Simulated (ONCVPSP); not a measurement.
## An all-electron radial function and its pseudo partner (Be)

Columns: radius, all-electron u(r) and pseudo u(r) of the 1s shell (level -130.80 eV) of beryllium in the configuration 1s2; LDA (Perdew-Wang 92), scalar-relativistic, ONCV scheme, ONCVPSP 4.0.1.

```csv
r (bohr),all-electron,pseudo
0.025,0.3291,0.2566
0.050,0.5979,0.5025
0.075,0.8116,0.7264
0.100,0.9815,0.9221
0.125,1.1130,1.0839
0.150,1.2122,1.2100
0.175,1.2851,1.3024
0.200,1.3348,1.3629
0.225,1.3659,1.3973
0.250,1.3816,1.4109
0.275,1.3839,1.4078
0.300,1.3758,1.3932
0.325,1.3590,1.3705
0.350,1.3353,1.3419
0.375,1.3058,1.3091
0.400,1.2719,1.2732
0.425,1.2346,1.2349
0.450,1.1948,1.1947
0.475,1.1531,1.1530
0.500,1.1102,1.1101
0.525,1.0666,1.0665
0.550,1.0228,1.0227
0.575,0.9790,0.9789
0.600,0.9356,0.9355
0.625,0.8928,0.8927
0.650,0.8509,0.8507
```

Problem. How many radial nodes do the two functions have?

Solution. The all-electron 1s function has n − l − 1 = 0; the pseudo-wave has 0.

Problem. At about which radius was the pseudo-wave matched?

Solution. 0.50 bohr. The columns agree to 0.0005 from 0.42 bohr on; several derivatives are matched, so the curves merge somewhat inside the radius.

Problem. Where does each function peak?

Solution. Outermost all-electron maximum near 0.28 bohr, pseudo maximum near 0.25 bohr (to the table’s step).

Problem. Is the pseudo-wave norm-conserving?

Solution. Yes: the ONCV scheme keeps the norm inside the radius equal to the all-electron one, which fixes the energy derivative of the logarithmic derivative at the level.
